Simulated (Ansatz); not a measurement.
A search over several starts for the lowest SCF solution of InCl₃ at the given spin, in a small basis.

```yaml
crystal:
  periodic: [false, false, false]
  atoms:
    - {symbol: In, position_ang: [0.000025, -0.000003, -0.000013]}
    - {symbol: Cl, position_ang: [2.319542, -0.027364, 0.012835]}
    - {symbol: Cl, position_ang: [-1.136020, 2.022419, -0.017220]}
    - {symbol: Cl, position_ang: [-1.183547, -1.995052, 0.004399]}
basis:
  gaussian: {orbitals: def2-SVP, initial_orbitals: start.molden}
hamiltonian: {xc: pbe0, dispersion: d4}
output: {orbitals: {seedname: orbitals}}
```

The file start.molden holds the orbitals of an earlier run on this structure, at another level or in another basis.

```sh
$ ansatz run in.yaml --threads 4 --pin off --events-out ev --progress --plain --max-ram 3916MiB
```

It prints (some lines left out):

```
Functional definition: PBE0
  name "PBE0"
  cite "Adamo & Barone, J. Chem. Phys. 110, 6158 (1999) doi:10.1063/1.478522"
  cite "Perdew, Burke & Ernzerhof, Phys. Rev. Lett. 77, 3865 (1996) doi:10.1103/PhysRevLett.77.3865"
  parent pbe
  parameter a = 0.25
  parameter kappa = 0.804
  parameter beta = 0.06672455060314922
  exchange = (1 - a)*pbe_x(kappa = kappa, mu = beta*pi^2/3) + a*exact_x
  correlation = pbe_c(beta = beta)
813 factors; integrals over basis functions are off by at most 2.7e-4 eV
mean field evaluation 1: about -42721.6572 eV, gradient 4.2e-1 eV
mean field evaluation 2: about -42721.7142 eV, gradient 2.0e-4 eV
mean field evaluation 4: about -42721.7142 eV, gradient 6.9e-6 eV
mean field evaluation 8: about -42721.6576 eV, gradient 3.7e-1 eV
mean field evaluation 16: about -42721.7142 eV, gradient 5.9e-5 eV
mean field -42721.71416899 eV, -1569.9940378924 hartree, gradient 6.9e-6 eV, S^2 0.000000; 1 other end points of the search recorded, 0 dependent functions left out
reference -42721.71420150 eV, -1569.9940390873 hartree; 36, 36 occupied and 44, 44 virtual orbitals, 813 factors
Total energy: -42721.83271075 eV, -1569.9983942217 hartree
```

Hardware: 4 threads of Arm Neoverse V1 on a shared host. Wall time 0.9 s.

In the def2 sets In takes a core potential; there is no spin–orbit coupling.
